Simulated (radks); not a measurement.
Results of a calculation; reference values are marked as such.
The lanthanum ion La10+, configuration [Kr] 4d10 5s1 (the NIST ground configuration). Code: a radial shooting solver on a logarithmic mesh with Libxc functionals. Model: scalar-relativistic Kohn-Sham, r2SCAN, spin-polarised, spherical densities, finite nucleus; open shells are filled with parallel spins first (spin-orbit coupling, left out, can overturn this in heavy ions); meta-GGA in the generalised Kohn-Sham scheme; Fermi nuclear charge, rms radius 4.855 fm. Some entries of the table are withheld. Estimate them.

orbital,occ.,eigenvalue (hartree),<r> (bohr)
1s up,1,-1431.843,0.02507
1s down,1,-1431.839,0.02507
2s up,1,-233.1462,0.1074
2s down,1,-233.1444,0.1074
2p up,3,-209.4080,0.09425
2p down,3,-209.4056,0.09425
3s up,1,-54.29685,0.2845
3s down,1,-54.29283,0.2845
3p up,3,-46.67021,0.2826
3p down,3,-46.66582,0.2826
3d up,5,-35.72852,0.2597
3d down,5,-35.72423,0.2597
4s up,1,-15.17552,0.6513
4s down,1,-15.16309,0.6512
4p up,3,-12.66487,0.6875
4p down,3,-12.65170,0.6868
4d up,5,-9.00429,0.7506
4d down,5,-8.98439,0.7476
5s up,1,-5.96311,1.374
5s down,0,-5.81417,1.369
5p up,0,(1),1.477
5p down,0,(2),1.492
6s up,0,(3),2.245

Answer. 
(1) 5p up eigenvalue (hartree): -5.15092
(2) 5p down eigenvalue (hartree): -5.01263
(3) 6s up eigenvalue (hartree): -2.89888
